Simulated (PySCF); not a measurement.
7-chloroindole, C₈H₆ClN.
Bonds: Cl1–C2, C2–C3 (aromatic), C3–C4 (aromatic), C4–C5 (aromatic), C5–C6 (aromatic), C6–C7 (aromatic), C7–C8 (aromatic), C8–N9 (aromatic), N9–C10 (aromatic), C2–C10 (aromatic), C6–C10 (aromatic). Hydrogens: H11 on C3; H12 on C4; H13 on C5; H14 on C7; H15 on C8; H16 on N9.

All values: CAM-B3LYP/def2-SVPD (PySCF, non-relativistic), on one gas-phase PBE0-D3(BJ)/def2-SVP geometry that isn't relaxed in the solvent. The solvent is an IEF-PCM continuum (cavity from Bondi-type radii × 1.2), and excitations are vertical TDDFT with non-equilibrium linear response and a frozen core. Only the electrostatic response of the medium enters.

Gas-phase singlets (H = HOMO, L = LUMO):

```tsv
state	E (eV)	λ (nm)	f	leading configurations
S1	4.923	252	0.079	H→L 55%, H-1→L 27%
S2	5.056	245	0.085	H-1→L 38%, H→L 35%
S3	5.947	208	0.000	H→L+1 86%
S4	6.148	202	0.001	H→L+3 77%
S5	6.288	197	0.693	H→L+2 62%, H-1→L 30%
```

**Question.** How does the list change in tetrahydrofuran (ε = 7.426)?

**Answer.** 
| state | E (eV) | λ (nm) | f | leading configurations | change by rank (eV) |
| --- | --- | --- | --- | --- | --- |
| S1 | 4.864 | 255 | 0.140 | H→L 77%, H-1→L 13% | -0.059 |
| S2 | 5.006 | 248 | 0.095 | H-1→L 56%, H→L+1 26% | -0.050 |
| S3 | 6.024 | 206 | 0.000 | H→L+2 79% | +0.077 |
| S4 | 6.106 | 203 | 0.916 | H→L+1 68%, H-1→L 28% | -0.042 |
| S5 | 6.155 | 201 | 0.001 | H→L+3 84% | -0.133 |

**Question.** Give the list for acetonitrile (ε = 35.69), n² = 1.81.

**Answer.** 
```csv
state,E (eV),λ (nm),f,leading configurations,change by rank (eV)
S1,4.864,255,0.133,"H→L 77%, H-1→L 12%",-0.059
S2,5.008,248,0.087,"H-1→L 56%, H→L+1 26%",-0.048
S3,6.037,205,0.000,H→L+2 79%,+0.090
S4,6.125,202,0.891,"H→L+1 67%, H-1→L 28%",-0.023
S5,6.150,202,0.001,H→L+3 85%,-0.138
```

**Question.** The ground-state energy changes by -0.232 eV from gas to acetonitrile. By how much does the total energy of gas-phase S1 change?

**Answer.** E(S1) = E(S0) + excitation energy, so it changes by -0.232 − 0.059 = -0.291 eV: it is lowered more than the ground state, which is what a red shift means. This is the vertical state, with the slow part of the continuum still set for S0.

**Question.** How do the frontier levels move from gas to acetonitrile?

**Answer.** 
```csv
orbital,gas (eV),solvent (eV),change (eV)
LUMO+2,1.34,1.36,+0.02
LUMO+1,1.19,1.33,+0.14
LUMO,0.29,0.28,-0.01
HOMO,-7.36,-7.35,+0.01
HOMO-1,-7.91,-7.91,0.00
HOMO-2,-9.28,-9.31,-0.03
HOMO-3,-10.54,-10.61,-0.07
```

The HOMO–LUMO gap goes from 7.65 to 7.64 eV. Rows go by rank; for LUMO+1 and LUMO+2 the atom shares or the degeneracy differ between the runs, so the row needn't follow one orbital.

Hardware: Arm Neoverse V1, one thread, shared host. Cost: 82 s of wall time. This is the whole response run at CAM-B3LYP/def2-SVPD in acetonitrile, SCF included.
